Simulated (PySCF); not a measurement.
Isomers of C7H8S, one conformer each; single-point electronic energies without zero-point terms and without any empirical dispersion term.

Computed with PySCF at PBE0/pcSseg-1, non-relativistic, each on one gas-phase PBE0-D3(BJ)/def2-SVP geometry that isn't relaxed in the solvent. The solvent is an IEF-PCM continuum (van der Waals radii × 1.2). Specific hydrogen bonds and non-electrostatic terms are outside this model.

| isomer | relative energy, gas (kcal/mol) | dipole (D) |
| --- | --- | --- |
| `Cc1ccc(S)cc1` | 0.0 | 1.51 |
| `CSC1=CC=CC=C1` | 3.4 | 1.38 |

Q: How do the relative energies look in chloroform (ε = 4.711)?

A: 
| isomer | relative energy, solvent (kcal/mol) | E(solvent) − E(gas) (kcal/mol) | dipole in solvent (D) |
| --- | --- | --- | --- |
| `Cc1ccc(S)cc1` | 0.0 | -3.6 | 1.88 |
| `CSC1=CC=CC=C1` | 3.6 | -3.5 | 1.77 |

The order is unchanged. Conformers: `[CH3:1][c:2]1[cH:3][cH:4][c:5]([SH:6])[cH:7][cH:8]1` with C4–C5–S6–H 0°; `[CH3:1][S:2][c:3]1[cH:4][cH:5][cH:6][cH:7][cH:8]1` with C1–S2–C3–C4 0°. `Cc1ccc(S)cc1` gains most from the continuum, and it has the largest gas-phase dipole. The gains span 0.1 kcal/mol, the gas-phase energies 3.4 kcal/mol.
